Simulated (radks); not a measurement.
Q: Radial electron density D(r) = 4 pi r^2 rho(r) of an atom or ion with 19 electrons. Calculated with a radial shooting solver on a logarithmic mesh with Libxc functionals: Dirac Kohn-Sham, LDA (Slater exchange, Perdew-Wang correlation), spin-unpolarised, spherical densities, finite nucleus; Fermi nuclear charge, rms radius of each element as measured or else 0.836 A^(1/3) + 0.57 fm.

r (bohr),D(r) (e/bohr)
0.007361,2.815
0.009585,4.343
0.01258,6.601
0.01638,9.567
0.0215,13.37
0.028,17.45
0.03675,21.22
0.04786,23.34
0.06282,22.98
0.0818,20.39
0.1065,17.65
0.1398,17.59
0.182,20.98
0.2389,24.39
0.3111,22.59
0.4084,15.02
0.5318,7.945
0.698,6.150
0.9089,7.533
1.193,7.012
1.553,4.158
2.039,1.608
2.655,0.6303
3.457,0.3754
4.538,0.1924
5.909,0.05452
7.756,0.006353
10.1,0.0002863

What is the nuclear charge?

A: Z = 20. The innermost maximum, from 1s, lies near gamma/Z bohr with gamma = sqrt(1 - (Z/c)^2) = 0.989, here 0.0495 bohr (found: 0.0531), and its height grows with Z. The density is that of the calcium ion Ca+ in [Ar] 4s1; the configuration itself is not fixed sharply by these data, and Z only to about a unit. D(r) has 3 maxima, at r = 0.0531, 0.255, 1.00 bohr, and minima at 0.123, 0.660 bohr, inside which lie 2.16, 10.35 electrons.
